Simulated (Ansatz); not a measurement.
Energy needed to pull apart InNH$_{4}$ (SMILES [NH2][InH2]), singlet, into free ground-state atoms, from the structure below (displaced at random from a GFN2-xTB minimum); no zero-point or spin–orbit terms; open-shell atoms are treated unrestricted, in their ground-state multiplicity.

| atom | x (Å) | y (Å) | z (Å) |
| --- | --- | --- | --- |
| N1 | 0.1209 | -1.1471 | 0.1908 |
| In2 | 0.0679 | 0.8751 | -0.0651 |
| H3 | -0.7055 | -1.5598 | 0.6499 |
| H4 | 0.3056 | -1.7104 | -0.6613 |
| H5 | 0.8587 | 1.6138 | -1.3653 |
| H6 | -0.6008 | 1.8461 | 1.2010 |

Computed with Ansatz 0.2.0 (basis: def2-TZVPP); correlated methods freeze the cores. Filled d shells of the heavier atoms are correlated. Core potentials replace the inner electrons of the atoms past krypton. The def2 sets are not built for correlating such inner shells, so the correlated values are less sure here.

```json
{"method": "SPW92", "atomization energy (eV)": "?"}
{"method": "PBE-D4", "atomization energy (eV)": "15.75"}
{"method": "r2SCAN-D4", "atomization energy (eV)": "15.56"}
{"method": "B97M-V", "atomization energy (eV)": "?"}
{"method": "PBE0-D4", "atomization energy (eV)": "15.44"}
{"method": "wB97M-V", "atomization energy (eV)": "15.80"}
{"method": "HF", "atomization energy (eV)": "10.25"}
{"method": "MP2", "atomization energy (eV)": "15.11"}
{"method": "CCSD", "atomization energy (eV)": "15.07"}
{"method": "CCSD(T)", "atomization energy (eV)": "15.31"}
```

**Question.** What does B97M-V give? (Judge from chemistry; the value comes from the calculation.)

**Answer.** Computed: 15.80 eV, which is about 0.48 eV more than CCSD(T)/def2-TZVPP.

**Question.** What does SPW92 give? (Judge from chemistry; the value comes from the calculation.)

**Answer.** Computed: 18.00 eV, which is about 2.68 eV more than CCSD(T)/def2-TZVPP.

In triple zeta the MP2 and coupled-cluster atomization energies are still short of their basis limit by a few kcal/mol a bond, whereas those of the functionals are nearly converged, so these differences are not deviations from converged CCSD(T).

T1 diagnostic: at most 0.016.

For scale, one of the runs: CCSD(T)/def2-TZVPP forces, 137 basis functions (an equivalent command: `ansatz run in.yaml --threads 4`). Time: 54 s of wall clock on 4 CPU threads; the host was shared. Peak host memory: 1.5 GiB.
